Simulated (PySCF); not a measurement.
# Solvent effects on NMR parameters

Structure with atom numbers: `[CH:1]#[C:2][C@@H:3]1[CH:4]=[C:5]1[CH:6]=[CH2:7]`. Each H is labelled by its parent atom. Ha(C7) is cis to C5; Hb(C7) is trans to C5.

GIAO PBE0/pcSseg-1 in PySCF 2.14 on one PBE0-D3(BJ)/def2-SVP conformer, non-relativistic, equivalent nuclei averaged. Solvents enter as an IEF-PCM continuum (benzene with ε = 2.3, chloroform with ε = 4.7) around the gas-phase geometry. Shifts are referred to TMS computed in the same medium.

In benzene, δ in ppm: C7 138.2, C6 129.8, C5 123.2, C4 111.4, C2 93.0, C1 66.7, C3 7.9, H(C4) 7.07, H(C6) 6.83, Hb(C7) 6.27, Ha(C7) 6.22, H(C3) 2.16, H(C1) 1.60. Dipole moment 1.51 D.

Q: How does each δ change in the more polar medium?

A: 
| atoms | environment | Δδ, chloroform |
| --- | --- | --- |
| C7 | terminal =CH2 carbon | +0.8 |
| C6 | alkene CH | +0.2 |
| C5 | fully substituted alkene carbon | 0.0 |
| C4 | alkene CH | +0.1 |
| C2 | alkyne carbon | +0.8 |
| C1 | terminal alkyne carbon | +0.3 |
| C3 | three-membered-ring carbon | -0.1 |
| H(C4) | hydrogen on an alkene CH | +0.08 |
| H(C6) | hydrogen on an alkene CH | +0.06 |
| Hb(C7) | hydrogen on a terminal =CH2 carbon | +0.08 |
| Ha(C7) | hydrogen on a terminal =CH2 carbon | +0.03 |
| H(C3) | hydrogen on a three-membered-ring carbon | +0.01 |
| H(C1) | hydrogen on a terminal alkyne carbon | +0.12 |

Changes are relative to benzene. The dipole moment becomes 1.61 D in chloroform.

Q: Which of the listed nuclei move most (in ppm), and what does the model miss?

A: C7 (terminal =CH2 carbon, +0.8 ppm) and C2 (alkyne carbon, +0.8 ppm) in chloroform. A continuum only polarises the solute; specific hydrogen bonds, the anisotropy of aromatic solvents and changes of geometry or conformer are outside it.
